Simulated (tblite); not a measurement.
**Question.** What does the GFN2-xTB structure of `C1C[C@@H]([SiH]2CC2)S1` look like in three dimensions?

**Answer.** 
```xyz
17
C5H10SSi angstrom
C     -2.135   -0.692    0.472
C     -1.522    0.669    0.158
C     -0.800    0.221   -1.116
Si     1.014   -0.294   -0.932
C      2.168    0.785    0.093
C      1.752   -0.528    0.785
S     -1.854   -1.296   -1.235
H     -3.184   -0.698    0.758
H     -1.549   -1.285    1.172
H     -0.874    1.067    0.939
H     -2.295    1.407   -0.062
H     -0.967    0.863   -1.980
H      1.502   -1.091   -2.043
H      3.209    0.855   -0.183
H      1.823    1.697    0.559
H      1.159   -0.421    1.683
H      2.543   -1.249    0.924
```

Any rigid rotation of these coordinates is as good. Atoms count from 1 in this order. The 3-membered ring Si4–C5–C6 has internal angles of 48.3° to 65.8°. Si4 (SiH silicon) has angles from 48.3° to 121.7°. The 4-membered ring C1–C2–C3–S7 has internal angles of 75.9° to 95.7°; it is puckered, 0.12 Å rms from its mean plane, widest ring torsion 18°. Of the pairs four or more bonds apart, Si4···H9 is among the closest relative to their van der Waals radii: 3.46 Å, 105 % of the sum of Bondi's values.

Bonds between heavy atoms (Å): C1–C2 1.525, C2–C3 1.531, C3–Si4 1.895, Si4–C5 1.883, C5–C6 1.541, C3–S7 1.851, C1–S7 1.832, Si4–C6 1.883.

The geometry is computed with GFN2-xTB (gas phase).

Point group: C1 (no symmetry element, even within 0.4 Å). Its GFN2-xTB frequencies are all real (lowest 44 cm⁻¹). One conformer, not necessarily the lowest (C2–C3–Si4–C5 -45°, S7–C1–C2–C3 -18°, C1–C2–C3–Si4 -95°, C3–Si4–C5–C6 106°, C2–C3–S7–C1 -15°).
